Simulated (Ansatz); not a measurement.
A short molecular-dynamics run on C$_{2}$H$_{7}$NOSi (`NC1([SiH3])CO1`).

```yaml
crystal:
  periodic: [false, false, false]
  atoms:
    - {symbol: N, position_ang: [-1.005271, 1.202410, 0.281452]}
    - {symbol: C, position_ang: [-0.274903, 0.043488, -0.050278]}
    - {symbol: Si, position_ang: [1.593161, 0.270403, -0.147842]}
    - {symbol: C, position_ang: [-0.821581, -1.268713, 0.285728]}
    - {symbol: O, position_ang: [-0.811755, -0.850458, -1.066017]}
    - {symbol: H, position_ang: [-0.871188, 1.942453, -0.395048]}
    - {symbol: H, position_ang: [-1.997061, 1.023520, 0.379669]}
    - {symbol: H, position_ang: [2.201102, -1.011909, -0.580341]}
    - {symbol: H, position_ang: [2.135176, 0.668773, 1.176281]}
    - {symbol: H, position_ang: [1.901639, 1.338891, -1.136243]}
    - {symbol: H, position_ang: [-1.804707, -1.310637, 0.754012]}
    - {symbol: H, position_ang: [-0.167612, -2.103420, 0.532628]}
basis:
  gaussian: {orbitals: def2-SVP}
hamiltonian: {xc: {name: BLYP}, dispersion: d4}
md: {timestep: 1 fs, n_steps: 50, ensemble: nvt_nose_hoover, temperature: 700, initial_velocities: maxwell_boltzmann, seed: 664}
```

```sh
$ ansatz run in.yaml --threads 4 --pin off --events-out ev --progress --plain --max-ram 10444MiB
```

| step | time (fs) | potential energy (eV) | kinetic (eV) | T (K) | conserved (eV) |
| --- | --- | --- | --- | --- | --- |
| 0 | 0.0 | -13592.6299 | 0.9048 | 700 | -13591.7251 |
| 1 | 1.0 | -13592.4729 | 0.7627 | 590 | -13591.7102 |
| 2 | 2.0 | -13592.3177 | 0.6207 | 480 | -13591.6971 |
| 3 | 3.0 | -13592.3359 | 0.6245 | 483 | -13591.7115 |
| 4 | 4.0 | -13592.3454 | 0.6271 | 485 | -13591.7185 |
| 5 | 5.0 | -13592.2302 | 0.5194 | 402 | -13591.7110 |
| 6 | 6.0 | -13592.0815 | 0.3780 | 292 | -13591.7040 |
| 7 | 7.0 | -13592.0065 | 0.3049 | 236 | -13591.7022 |
| 8 | 8.0 | -13592.0360 | 0.3314 | 256 | -13591.7053 |
| 9 | 9.0 | -13592.1211 | 0.4090 | 316 | -13591.7131 |
| 10 | 10.0 | -13592.1535 | 0.4385 | 339 | -13591.7163 |
| 11 | 11.0 | -13592.1095 | 0.4042 | 313 | -13591.7070 |
| 12 | 12.0 | -13592.1138 | 0.4082 | 316 | -13591.7077 |
| 13 | 13.0 | -13592.1710 | 0.4621 | 358 | -13591.7115 |
| 14 | 14.0 | -13592.2139 | 0.5042 | 390 | -13591.7129 |
| 15 | 15.0 | -13592.2113 | 0.5043 | 390 | -13591.7109 |
| 16 | 16.0 | -13592.1868 | 0.4845 | 375 | -13591.7068 |
| 17 | 17.0 | -13592.1912 | 0.4894 | 379 | -13591.7071 |
| 18 | 18.0 | -13592.2168 | 0.5107 | 395 | -13591.7122 |
| 19 | 19.0 | -13592.1972 | 0.4915 | 380 | -13591.7126 |
| 20 | 20.0 | -13592.1485 | 0.4550 | 352 | -13591.7012 |
| 21 | 21.0 | -13592.2227 | 0.5251 | 406 | -13591.7063 |
| 22 | 22.0 | -13592.3456 | 0.6317 | 489 | -13591.7236 |
| 23 | 23.0 | -13592.2857 | 0.5795 | 448 | -13591.7173 |
| 24 | 24.0 | -13592.1195 | 0.4302 | 333 | -13591.7014 |
| 25 | 25.0 | -13592.0669 | 0.3789 | 293 | -13591.7010 |
| 26 | 26.0 | -13592.1455 | 0.4506 | 349 | -13591.7089 |
| 27 | 27.0 | -13592.2351 | 0.5358 | 415 | -13591.7145 |
| 28 | 28.0 | -13592.2378 | 0.5374 | 416 | -13591.7170 |
| 29 | 29.0 | -13592.1266 | 0.4365 | 338 | -13591.7078 |
| 30 | 30.0 | -13592.0460 | 0.3690 | 285 | -13591.6959 |
| 31 | 31.0 | -13592.1522 | 0.4661 | 361 | -13591.7062 |
| 32 | 32.0 | -13592.3112 | 0.6155 | 476 | -13591.7173 |
| 33 | 33.0 | -13592.3484 | 0.6542 | 506 | -13591.7178 |
| 34 | 34.0 | -13592.2476 | 0.5618 | 435 | -13591.7113 |
| 35 | 35.0 | -13592.1184 | 0.4453 | 345 | -13591.7001 |
| 36 | 36.0 | -13592.1229 | 0.4510 | 349 | -13591.7004 |
| 37 | 37.0 | -13592.2521 | 0.5675 | 439 | -13591.7149 |
| 38 | 38.0 | -13592.3013 | 0.6117 | 473 | -13591.7219 |
| 39 | 39.0 | -13592.1687 | 0.4919 | 381 | -13591.7111 |
| 40 | 40.0 | -13592.0073 | 0.3432 | 265 | -13591.7000 |
| 41 | 41.0 | -13591.9706 | 0.3019 | 234 | -13591.7057 |
| 42 | 42.0 | -13591.9917 | 0.3206 | 248 | -13591.7093 |
| 43 | 43.0 | -13592.0048 | 0.3360 | 260 | -13591.7084 |
| 44 | 44.0 | -13592.0110 | 0.3432 | 265 | -13591.7088 |
| 45 | 45.0 | -13592.0057 | 0.3390 | 262 | -13591.7092 |
| 46 | 46.0 | -13591.9949 | 0.3338 | 258 | -13591.7051 |
| 47 | 47.0 | -13592.0430 | 0.3853 | 298 | -13591.7034 |
| 48 | 48.0 | -13592.1670 | 0.5015 | 388 | -13591.7132 |
| 49 | 49.0 | -13592.2461 | 0.5835 | 451 | -13591.7130 |
| 50 | 50.0 | -13592.2795 | 0.6264 | 485 | -13591.7065 |

Velocities are drawn at the set temperature; a run this short doesn't reach equilibrium.

Frames (Å, forces in eV/Å):

```xyz
12
time=0.0 fs
N    -1.005    1.202    0.281    0.278    0.155    0.590
C    -0.275    0.043   -0.050    0.383    0.565    0.222
Si    1.593    0.270   -0.148    0.167    0.040    0.023
C    -0.822   -1.269    0.286   -0.125   -0.372    0.275
O    -0.812   -0.850   -1.066   -0.243   -0.297   -1.266
H    -0.871    1.942   -0.395    0.047    0.504   -0.449
H    -1.997    1.024    0.380   -0.642   -0.047    0.047
H     2.201   -1.012   -0.580    0.129   -0.205   -0.068
H     2.135    0.669    1.176    0.142    0.071    0.222
H     1.902    1.339   -1.136    0.051    0.170   -0.172
H    -1.805   -1.311    0.754   -0.548   -0.070    0.352
H    -0.168   -2.103    0.533    0.360   -0.516    0.224
12
time=3.0 fs
N    -1.026    1.195    0.255    0.239   -1.052    1.587
C    -0.255    0.029   -0.066   -1.071    1.860    0.847
Si    1.604    0.267   -0.152    0.356   -0.177    0.902
C    -0.839   -1.261    0.302    2.991   -1.973   -0.119
O    -0.809   -0.831   -1.049   -0.065   -0.997   -1.851
H    -0.915    2.007   -0.290    0.465    1.306   -1.269
H    -2.016    1.041    0.438   -0.194   -0.215   -0.008
H     2.173   -1.033   -0.630    0.146    0.102   -0.060
H     2.162    0.621    1.226   -0.088   -0.128   -0.428
H     1.839    1.399   -1.060    0.246    0.335   -0.430
H    -1.811   -1.394    0.667   -1.971    0.001    1.173
H    -0.102   -2.122    0.582   -1.053    0.938   -0.344
12
time=6.0 fs
N    -1.046    1.183    0.238    0.101    2.615   -0.025
C    -0.243    0.028   -0.075   -1.988    2.111    1.202
Si    1.615    0.263   -0.154    0.413    0.185    0.652
C    -0.840   -1.267    0.319   -1.119   -1.372    0.381
O    -0.808   -0.817   -1.042    0.137   -1.656   -1.801
H    -0.925    2.150   -0.278   -0.025   -2.578    0.872
H    -2.048    1.041    0.492    0.880   -0.108   -0.366
H     2.158   -1.045   -0.685    0.126    0.380   -0.015
H     2.183    0.564    1.243   -0.117   -0.147   -0.561
H     1.796    1.482   -1.016    0.278   -0.190   -0.117
H    -1.945   -1.469    0.666    1.795    0.714   -0.009
H    -0.114   -2.075    0.607   -0.479    0.045   -0.213
12
time=9.0 fs
N    -1.064    1.185    0.221    0.931    0.651    0.717
C    -0.244    0.041   -0.076   -2.224    1.237    1.313
Si    1.628    0.260   -0.154   -0.083    0.583   -0.103
C    -0.847   -1.281    0.337   -2.169    1.094   -0.765
O    -0.805   -0.812   -1.044    0.237   -1.777   -1.195
H    -0.933    2.107   -0.211    0.248   -0.471   -0.218
H    -2.020    1.030    0.520   -0.210   -0.204   -0.041
H     2.154   -1.027   -0.742    0.150    0.353   -0.038
H     2.195    0.495    1.215    0.099   -0.014   -0.055
H     1.777    1.550   -0.983    0.294   -0.646    0.153
H    -1.951   -1.489    0.672    1.714    0.776   -0.036
H    -0.158   -2.032    0.616    1.012   -1.581    0.268
12
time=12.0 fs
N    -1.077    1.189    0.209    0.599   -2.356    1.860
C    -0.261    0.063   -0.067   -1.503   -0.221    1.054
Si    1.641    0.259   -0.154   -0.854    0.602   -0.493
C    -0.866   -1.289    0.350    3.566    0.843   -1.903
O    -0.801   -0.816   -1.053    0.075   -1.509   -0.363
H    -0.914    2.054   -0.172    0.604    2.684   -1.464
H    -2.005    1.004    0.544   -0.642    0.018    0.071
H     2.162   -0.980   -0.802    0.187    0.093   -0.131
H     2.216    0.425    1.184    0.330    0.095    0.524
H     1.784    1.566   -0.938    0.318   -0.508    0.088
H    -1.838   -1.447    0.682   -2.314    0.081    1.043
H    -0.140   -2.096    0.640   -0.365    0.177   -0.286
12
time=15.0 fs
N    -1.086    1.184    0.207    0.183    2.686    0.275
C    -0.289    0.083   -0.051    0.062   -1.485    0.480
Si    1.651    0.259   -0.156   -1.202    0.163    0.127
C    -0.864   -1.291    0.351    1.961    0.316   -1.194
O    -0.797   -0.828   -1.064   -0.161   -1.289    0.317
H    -0.860    2.157   -0.227   -0.732   -2.275    0.854
H    -2.034    0.982    0.568    0.432    0.578   -0.457
H     2.187   -0.924   -0.873    0.138   -0.087   -0.135
H     2.262    0.361    1.191    0.172    0.064    0.257
H     1.817    1.543   -0.888    0.335    0.160   -0.215
H    -1.873   -1.390    0.767   -0.293    0.144    0.118
H    -0.146   -2.154    0.643   -0.895    1.024   -0.427
12
time=18.0 fs
N    -1.095    1.193    0.208   -0.034    1.490    0.691
C    -0.316    0.093   -0.032    1.419   -1.969   -0.034
Si    1.657    0.260   -0.157   -1.009   -0.261    0.707
C    -0.848   -1.290    0.342   -2.044    1.734   -0.409
O    -0.794   -0.848   -1.073   -0.301   -0.952    0.694
H    -0.858    2.106   -0.228   -0.471   -0.824    0.286
H    -2.037    1.005    0.559    0.009    0.480   -0.280
H     2.222   -0.874   -0.955   -0.053   -0.018    0.061
H     2.322    0.303    1.219   -0.196    0.022   -0.380
H     1.880    1.531   -0.855    0.267    0.554   -0.304
H    -1.943   -1.324    0.864    2.068    0.016   -1.142
H    -0.216   -2.139    0.613    0.346   -0.273    0.112
12
time=21.0 fs
N    -1.103    1.207    0.215   -0.098   -2.492    2.209
C    -0.334    0.089   -0.013    2.080   -1.314   -0.491
Si    1.661    0.260   -0.156   -0.656    0.056    0.331
C    -0.844   -1.277    0.330   -1.614    1.672   -0.467
O    -0.792   -0.872   -1.078   -0.441   -0.406    0.699
H    -0.885    2.022   -0.225    0.691    3.113   -1.787
H    -2.044    1.068    0.527   -0.857    0.061    0.094
H     2.253   -0.825   -1.031   -0.256    0.068    0.279
H     2.367    0.248    1.217   -0.362    0.025   -0.533
H     1.964    1.560   -0.845   -0.011    0.084    0.065
H    -1.856   -1.257    0.872    0.668   -0.215   -0.757
H    -0.261   -2.142    0.591    0.856   -0.653    0.357
12
time=24.0 fs
N    -1.112    1.213    0.232    0.486    2.104   -0.341
C    -0.337    0.077    0.003    2.136    0.327   -0.943
Si    1.662    0.260   -0.154   -0.540    0.570   -0.412
C    -0.850   -1.254    0.314    2.819   -1.341   -1.163
O    -0.793   -0.899   -1.080   -0.524    0.064    0.368
H    -0.877    2.114   -0.325   -0.526   -1.963    1.007
H    -2.107    1.137    0.497    0.431   -0.147   -0.297
H     2.262   -0.771   -1.085   -0.320   -0.038    0.295
H     2.383    0.194    1.173   -0.214    0.015   -0.074
H     2.047    1.597   -0.829   -0.344   -0.411    0.385
H    -1.737   -1.207    0.830   -3.195   -0.246    1.203
H    -0.244   -2.185    0.596   -0.208    1.066   -0.028
12
time=27.0 fs
N    -1.117    1.229    0.248    0.601    1.154   -0.475
C    -0.324    0.067    0.012    1.439    1.931   -1.018
Si    1.661    0.262   -0.154   -0.703    0.782   -0.838
C    -0.841   -1.239    0.292   -0.935   -1.912    1.305
O    -0.796   -0.926   -1.080   -0.316    0.379   -0.108
H    -0.903    2.079   -0.361   -0.215   -1.420    0.813
H    -2.141    1.193    0.444    0.795   -0.534   -0.240
H     2.246   -0.722   -1.116   -0.241   -0.295    0.092
H     2.381    0.140    1.124    0.062   -0.053    0.573
H     2.102    1.603   -0.783   -0.476   -0.352    0.366
H    -1.824   -1.180    0.855    0.187   -0.450   -0.526
H    -0.238   -2.150    0.601   -0.197    0.770    0.055
12
time=30.0 fs
N    -1.119    1.250    0.263    1.388   -3.048    1.873
C    -0.302    0.070    0.015    0.186    2.095   -0.710
Si    1.659    0.267   -0.155   -0.676    0.292   -0.324
C    -0.838   -1.236    0.278   -3.300   -0.228    1.783
O    -0.801   -0.951   -1.081    0.020    0.652   -0.419
H    -0.939    1.956   -0.356    0.935    2.704   -2.322
H    -2.121    1.203    0.374   -0.644   -0.848    0.174
H     2.208   -0.697   -1.138   -0.134   -0.424   -0.081
H     2.383    0.082    1.119   -0.005   -0.082    0.495
H     2.118    1.582   -0.706   -0.325    0.259    0.064
H    -1.917   -1.189    0.848    1.850   -0.397   -1.097
H    -0.241   -2.061    0.615    0.706   -0.975    0.563
12
time=33.0 fs
N    -1.112    1.258    0.285    1.737    0.462   -1.724
C    -0.278    0.087    0.012   -1.008    0.875   -0.345
Si    1.654    0.272   -0.158   -0.313   -0.605    0.448
C    -0.855   -1.236    0.277   -0.311   -0.377    1.159
O    -0.806   -0.972   -1.083    0.318    0.902   -0.468
H    -0.919    1.985   -0.479   -0.324   -0.842    1.198
H    -2.137    1.145    0.313    0.236   -0.559    0.000
H     2.158   -0.706   -1.165   -0.102   -0.192    0.015
H     2.382    0.018    1.152   -0.310    0.022   -0.160
H     2.106    1.582   -0.624   -0.096    0.761   -0.195
H    -1.869   -1.232    0.756    0.187   -0.175   -0.012
H    -0.196   -2.035    0.669   -0.014   -0.273    0.084
12
time=36.0 fs
N    -1.095    1.267    0.298    0.470    0.472   -2.618
C    -0.261    0.110    0.006   -1.720   -0.564    0.085
Si    1.649    0.275   -0.160    0.109   -0.618    0.484
C    -0.873   -1.239    0.282    4.208   -0.367   -0.182
O    -0.809   -0.988   -1.089    0.530    1.045   -0.163
H    -0.918    1.972   -0.529   -0.561   -1.112    1.828
H    -2.133    1.040    0.255    1.225    0.101    0.074
H     2.099   -0.731   -1.191   -0.054    0.176    0.185
H     2.356   -0.044    1.175   -0.381    0.136   -0.497
H     2.084    1.641   -0.555   -0.124    0.237   -0.118
H    -1.826   -1.292    0.670   -2.805   -0.098    1.460
H    -0.152   -2.033    0.730   -0.897    0.593   -0.538
12
time=39.0 fs
N    -1.075    1.276    0.297    0.173   -2.665    0.713
C    -0.256    0.130    0.001   -1.423   -1.501    0.393
Si    1.643    0.277   -0.160    0.049    0.028    0.086
C    -0.867   -1.244    0.289   -0.343    0.617    0.406
O    -0.810   -0.999   -1.094    0.641    1.012    0.297
H    -0.956    1.888   -0.452    0.309    2.208   -1.860
H    -2.041    0.940    0.203   -0.305    0.249    0.351
H     2.036   -0.742   -1.202    0.104    0.318    0.135
H     2.299   -0.096    1.159   -0.117    0.124   -0.221
H     2.052    1.720   -0.497   -0.183   -0.568   -0.006
H    -1.957   -1.356    0.683    1.326    0.362   -0.030
H    -0.175   -1.991    0.752   -0.229   -0.184   -0.264
12
time=42.0 fs
N    -1.053    1.273    0.298    0.157   -0.609   -1.126
C    -0.261    0.140   -0.001   -0.451   -2.024    0.261
Si    1.638    0.279   -0.160   -0.504    0.419   -0.227
C    -0.862   -1.244    0.297   -2.177    1.599   -0.237
O    -0.807   -1.005   -1.099    0.573    0.937    0.650
H    -0.979    1.948   -0.482    0.130    0.255    0.190
H    -1.972    0.860    0.180   -1.208    0.476    0.396
H     1.982   -0.728   -1.204    0.316    0.185   -0.141
H     2.233   -0.139    1.126    0.288   -0.014    0.384
H     2.004    1.753   -0.439   -0.067   -0.726   -0.048
H    -2.003   -1.391    0.703    2.174    0.618   -0.385
H    -0.214   -1.968    0.754    0.770   -1.116    0.283
12
time=45.0 fs
N    -1.031    1.265    0.292   -1.805    0.861   -2.481
C    -0.269    0.135   -0.002    0.337   -2.094   -0.098
Si    1.631    0.282   -0.160   -0.894   -0.104    0.070
C    -0.870   -1.234    0.304    1.414    0.232   -0.379
O    -0.801   -1.006   -1.100    0.324    0.945    0.696
H    -0.987    2.043   -0.514    0.084   -1.782    1.863
H    -1.989    0.827    0.192    0.199    1.328    0.432
H     1.955   -0.698   -1.217    0.447    0.052   -0.335
H     2.189   -0.182    1.122    0.398   -0.018    0.430
H     1.951    1.730   -0.386    0.181   -0.099   -0.184
H    -1.883   -1.376    0.696   -0.572    0.401    0.398
H    -0.203   -2.022    0.769   -0.113    0.279   -0.411
12
time=48.0 fs
N    -1.019    1.260    0.273   -1.906   -1.095    0.169
C    -0.275    0.115   -0.003    0.597   -1.302   -0.369
Si    1.621    0.284   -0.160   -0.760   -1.180    0.600
C    -0.867   -1.222    0.308    3.418   -0.700   -0.670
O    -0.793   -1.001   -1.097    0.026    0.888    0.596
H    -0.986    2.009   -0.409    0.457    0.460   -0.567
H    -2.000    0.899    0.240    0.130    0.869    0.389
H     1.964   -0.661   -1.256    0.403    0.158   -0.156
H     2.177   -0.225    1.150    0.189    0.194   -0.175
H     1.914    1.699   -0.349    0.382    0.679   -0.262
H    -1.817   -1.328    0.727   -2.458    0.145    0.996
H    -0.196   -2.059    0.754   -0.478    0.884   -0.552
12
time=50.0 fs
N    -1.017    1.254    0.259   -0.922   -2.860    2.082
C    -0.277    0.096   -0.005    0.492   -0.175   -0.548
Si    1.613    0.284   -0.159   -0.413   -1.253    0.620
C    -0.853   -1.216    0.308   -0.406   -0.910    0.503
O    -0.788   -0.995   -1.094   -0.082    0.753    0.475
H    -0.966    1.993   -0.349    0.795    2.627   -2.402
H    -2.000    0.992    0.291   -0.639    0.120    0.362
H     1.990   -0.629   -1.291    0.292    0.272    0.082
H     2.179   -0.246    1.165    0.061    0.297   -0.479
H     1.906    1.706   -0.335    0.342    0.590   -0.201
H    -1.883   -1.288    0.793    0.530    0.263   -0.373
H    -0.213   -2.044    0.718   -0.049    0.275   -0.121
```

Run time 27 s (4 threads of an Intel Xeon 6975P-C on a shared host); peak host memory 0.59 GiB.
